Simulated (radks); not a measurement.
Results of a calculation; reference values are marked as such.
Task: All-electron atom: Ag21+ in [Ar] 3d8 (the NIST ground configuration). Level of theory: scalar-relativistic Kohn-Sham, r2SCAN, spin-polarised, spherical densities, finite nucleus; open shells are filled with parallel spins first (spin-orbit coupling, left out, can overturn this in heavy ions); meta-GGA in the generalised Kohn-Sham scheme; Fermi nuclear charge, rms radius 4.5454 fm (a radial shooting solver on a logarithmic mesh with Libxc functionals). Some entries of the table are withheld. Estimate them.

orbital  occ.  eigenvalue (hartree)  r(max) (bohr)  <1/r> (bohr^-1)
1s down     1             -958.0998        0.02016            49.43
1s up       1             -958.0998        0.02016            49.43
2s up       1             -162.8631         0.1138            11.27
2s down     1             -162.6344         0.1137            11.28
2p up       3                   (1)        0.09107            10.87
2p down     3                   (2)        0.09101            10.88
3s up       1             -48.38877         0.3266            4.095
3s down     1             -48.14708         0.3269            4.082
3p up       3                   (3)         0.3186            3.917
3p down     3                   (4)         0.3191            3.903
3d up       5             -36.49703         0.2646              (5)
3d down     3             -36.18403         0.2653              (6)

Result: 
(1) 2p up eigenvalue (hartree): -148.6341
(2) 2p down eigenvalue (hartree): -148.4652
(3) 3p up eigenvalue (hartree): -43.66649
(4) 3p down eigenvalue (hartree): -43.41130
(5) 3d up <1/r> (bohr^-1): 3.711
(6) 3d down <1/r> (bohr^-1): 3.700
